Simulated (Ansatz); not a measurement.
C$_{4}$H$_{3}$F$_{7}$ (`FCC(F)(C(F)F)C(F)(F)F`). The species carries charge 0 and has multiplicity 1. Geometry: relaxed with PBE0-D4/def2-TZVP. It is one conformer, not always the lowest.

```xyz
14

F    -1.186   -0.637   -1.947
C    -0.325   -1.042   -0.956
C    -0.341   -0.023    0.169
F    -1.554   -0.074    0.809
C    -0.211    1.402   -0.388
F    -0.050    2.296    0.604
F     0.857    1.484   -1.208
C     0.730   -0.384    1.217
F     1.953   -0.167    0.734
F     0.583    0.309    2.333
F     0.639   -1.682    1.528
H     0.681   -1.127   -1.375
H    -0.659   -2.007   -0.573
H    -1.116    1.653   -0.948
```

(1) What is the dipole moment at PBE/def2-TZVPP? (Best estimate.)

(2) And with r2SCAN, B3LYP, ωB97M-V? (An estimate is asked.)

(3) Give the Mulliken charges with PBE, B3LYP, ωB97M-V in def2-TZVPP. (Estimate.)

## Answers

(1) Ansatz gave: 1.40 D, with components (-0.10, -1.04, -0.92) D in this frame, pointing from negative to positive charge.

(2) Computed: r2SCAN 1.47 D, B3LYP 1.53 D, ωB97M-V 1.52 D.

(3) Computed: 
| atom | PBE | B3LYP | ωB97M-V |
| --- | --- | --- | --- |
| F1 | -0.19 | -0.23 | -0.21 |
| C2 | -0.01 | 0.02 | 0.00 |
| C3 | 0.18 | 0.22 | 0.11 |
| F4 | -0.16 | -0.21 | -0.18 |
| C5 | 0.19 | 0.26 | 0.23 |
| F6 | -0.14 | -0.19 | -0.17 |
| F7 | -0.15 | -0.20 | -0.18 |
| C8 | 0.33 | 0.46 | 0.43 |
| F9 | -0.12 | -0.16 | -0.15 |
| F10 | -0.10 | -0.15 | -0.13 |
| F11 | -0.13 | -0.17 | -0.16 |
| H12 | 0.10 | 0.11 | 0.13 |
| H13 | 0.11 | 0.12 | 0.14 |
| H14 | 0.09 | 0.12 | 0.13 |

B3LYP here is the variant with VWN-RPA as its local correlation; programs differ in this.
